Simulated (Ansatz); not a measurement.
Ansatz (an electronic-structure program) input (B3LYP/LANL2DZ): The .json file is the Basis Set Exchange's LANL2DZ.

Ansatz 0.2 input:
```yaml
crystal:
  periodic: [false, false, false]
  atoms:
    - {symbol: C, position_ang: [1.90141300, -0.05217600, -0.09442400]}
    - {symbol: C, position_ang: [0.70093400, -0.25253800, -0.02282800]}
    - {symbol: C, position_ang: [-0.65139300, -0.45644500, 0.05670400]}
    - {symbol: O, position_ang: [-1.55756700, 0.56053700, 0.05076000]}
    - {symbol: H, position_ang: [2.94865400, 0.11205700, -0.15633800]}
    - {symbol: H, position_ang: [-1.10509700, -1.43199200, 0.12996600]}
    - {symbol: H, position_ang: [-1.08874900, 1.40259100, -0.01642000]}
basis:
  gaussian:
    orbitals: LANL2DZ.json
hamiltonian:
  xc: {name: B3LYP}
magnetization: {spin_polarized: true, initial_magnetization: 1}
output: {forces: true}
```

Output:

```
Functional definition: B3LYP
integrals: 0.01 GiB planned
569 factors; integrals over basis functions are off by at most 5.3e-4 eV
mean field: 0.16 GiB planned
mean field evaluation 1: about -5197.7255 eV, gradient 2.9e1 eV
mean field evaluation 2: about -5197.4509 eV, gradient 3.3e1 eV
mean field evaluation 4: about -5202.5055 eV, gradient 1.4e0 eV
mean field evaluation 8: about -5202.6746 eV, gradient 1.7e-1 eV
mean field evaluation 16: about -5202.6751 eV, gradient 5.0e-5 eV
mean field -5202.67506562 eV, -191.1947821618 hartree, gradient 5.2e-5 eV, S^2 0.766349; 0 other end points of the search recorded, 0 dependent functions left out
the calculation of the forces begins
reference -5202.67525052 eV, -191.1947889568 hartree; 15, 14 occupied and 27, 28 virtual orbitals, 569 factors
Total energy: -5202.67525052 eV, -191.1947889568 hartree
Atom 0 at     1.901413    -0.052176    -0.094424 Å, force     2.065015     0.323105    -0.122049 eV/Å
Atom 1 at     0.700934    -0.252538    -0.022828 Å, force    -1.225536    -0.212527     0.073499 eV/Å
Atom 2 at    -0.651393    -0.456445     0.056704 Å, force     0.014499    -1.405947     0.071453 eV/Å
Atom 3 at    -1.557567     0.560537     0.050760 Å, force    -0.997230     0.495327     0.025493 eV/Å
Atom 4 at     2.948654     0.112057    -0.156338 Å, force     0.193655     0.023525    -0.011098 eV/Å
Atom 5 at    -1.105097    -1.431992     0.129966 Å, force    -0.087574    -0.108693     0.010053 eV/Å
Atom 6 at    -1.088749     1.402591    -0.016420 Å, force     0.037172     0.885211    -0.047353 eV/Å
Dipole moment:     0.251156     0.171728    -0.021644 e Å
```

The geometry given is a B3LYP-D3(BJ)/def2-TZVP minimum.
